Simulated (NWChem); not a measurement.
System: tin monoxide (SnO, singlet); SMILES [O]=[Sn]

```xyz
2

Sn     0.0000     0.0000     0.2662
O      0.0000     0.0000    -1.5723
```
Atoms are numbered in this order, from 1.

Low-valent species are run as closed-shell singlets; no triplet was tried in these runs. All runs use the structure optimised with PBE0/def2-SVP. B3LYP is NWChem's, with the RPA form of VWN correlation. def2 effective core potentials on Sn; no spin-orbit coupling.

Q: List the 4 lowest vertical singlet excitations and the 4 lowest triplet ones from B3LYP/def2-SVPD with def2 effective core potentials on Sn, full TDDFT (NWChem).

A: 
```csv
state,energy (eV),oscillator strength,leading excitation (squared amplitude)
S1,3.56,0.000,HOMO−2 → LUMO+1 (0.50)
S2,3.86,0.000,HOMO−2 → LUMO+1 (0.50)
S3,3.86,0.000,HOMO−2 → LUMO (0.50)
S4,3.88,0.028,HOMO → LUMO (0.99)
T1,2.50,spin-forbidden,HOMO−2 → LUMO (0.51)
T2,2.97,spin-forbidden,HOMO−2 → LUMO+1 (0.50)
T3,2.97,spin-forbidden,HOMO−2 → LUMO (0.50)
T4,3.04,spin-forbidden,HOMO → LUMO (1.00)
```
